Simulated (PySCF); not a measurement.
**A small calculation by hand: oscillator strength and radiative lifetime**

F2H5NOSi2, SMILES N[SiH2]O[SiH](F)F.

Geometry: r2SCAN-D4/def2-SVP. The structure was generated by enumeration, and PubChem lists no compound with its InChIKey, so it may never have been made. The values are those of a single conformer.

TDDFT-PBE/def2-SVPD in PySCF puts the first singlet state with f over 0.02 at 6.21 eV (vertical), with the transition dipole (-0.458, 0.255, -0.160) in atomic units.

Q: Find the oscillator strength, the wavelength and the radiative lifetime that this transition would have in vacuum if emission retraced absorption.

A: 
|μ|² = 0.3004 au, so |μ| = 1.39 D. ΔE = 6.21/27.211 = 0.2282 hartree. f = (2/3) ΔE |μ|² = 0.046 (the program prints 0.046).
λ = 1239.84/6.21 = 200 nm; ν = 50087 cm⁻¹.
Einstein's coefficient A = 0.6670 ν² f s⁻¹ (ν in cm⁻¹) = 7.6e7 s⁻¹, so τ = 1/A = 13 ns. This state is S1. The figure is the radiative limit of this one transition; relaxation, internal conversion, crossing to triplets and a medium change what is measured.
